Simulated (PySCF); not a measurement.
GeFI, SMILES [F][Ge][I] (connectivity only; charge and spin as stated), neutral, multiplicity 1. Atoms are numbered in the order given.

```xyz
3

Ge     0.4279    -1.3745     0.0000
F     -1.2281    -1.9812     0.0000
I     -0.0498     1.1663     0.0000
```

Geometry: B3LYP-D3(BJ)/def2-TZVP. The def2 effective core potentials stand for the cores of I; spin–orbit coupling is left out.

Level of theory: TDA-M06-2X/def2-SVPD in PySCF 2.14.0.

Vertical excitations.  State labels are in the subgroup Cs.

### Question
Estimate the UV-visible absorptions. (Estimate from the structure and the level; the computed values follow.)

### Answer

| state | symmetry | energy (eV) | λ (nm) | f | main pairs |
|---|---|---|---|---|---|
| S1 | A" | 3.66 | 339 | 0.020 | HOMO→LUMO 86 % |
| S2 | A" | 3.96 | 313 | 0.005 | HOMO−2→LUMO 86 % |
| S3 | A' | 4.52 | 275 | 0.019 | HOMO−1→LUMO 89 % |
| S4 | A' | 5.68 | 218 | 0.026 | HOMO→LUMO+1 67 %, HOMO−2→LUMO+1 27 % |
| S5 | A" | 5.85 | 212 | 0.003 | HOMO−1→LUMO+1 94 % |
| S6 | A' | 6.39 | 194 | 0.123 | HOMO→LUMO+2 72 %, HOMO−2→LUMO+1 17 % |
| S7 | A' | 6.53 | 190 | 0.311 | HOMO−2→LUMO+2 52 %, HOMO−2→LUMO+1 30 % |
| S8 | A" | 6.78 | 183 | 0.000 | HOMO−1→LUMO+2 91 % |
| S9 | A' | 7.20 | 172 | 0.133 | HOMO→LUMO+3 78 % |
| S10 | A" | 7.22 | 172 | 0.018 | HOMO−3→LUMO 85 % |
| T1 | A" | 2.38 | 522 | 0 | HOMO→LUMO 50 %, HOMO−2→LUMO 42 % |
| T2 | A' | 3.77 | 329 | 0 | HOMO−1→LUMO 98 % |
| T3 | A" | 3.81 | 325 | 0 | HOMO−2→LUMO 53 %, HOMO→LUMO 46 % |
| T4 | A' | 4.63 | 268 | 0 | HOMO→LUMO+1 52 %, HOMO−2→LUMO+1 31 % |
Triplets are in the Tamm–Dancoff approximation.
